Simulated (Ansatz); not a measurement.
Reaction (isomerisation): `N[SiH](O)[Si](N)(Cl)Cl` → `N[SiH2]O[Si](N)(Cl)Cl`

Gas-phase electronic energies from Ansatz, PBE0-D4/def2-TZVP geometries. CCSD(T)/CBS is the MP2 limit (def2-TZVPP, def2-QZVPP) plus CCSD(T) − MP2 in def2-TZVPP, frozen cores. One conformer a species, not always the lowest.

```tsv
species	HF/def2-TZVPP energy (Eh)
`N[SiH](O)[Si](N)(Cl)Cl`	-1684.49334
`N[SiH2]O[Si](N)(Cl)Cl`	-1684.55755
```

(1) Work out ΔE.

Largest T1 diagnostic among the species: 0.011.

Results:

(1) ΔE = (-1684.55755) − (-1684.49334) = -0.06421 Eh = -168.6 kJ/mol. CCSD(T)/CBS gives -140.0 kJ/mol.

From PBE to PBE0 (25 % exact exchange), in def2-TZVPP and without D4, ΔE moves by −13.3 kJ/mol. In def2-TZVPP, CCSD(T) changes the Hartree–Fock value by +26.6 kJ/mol (the triples alone add +4.4 kJ/mol) and MP2 by +22.2 kJ/mol.
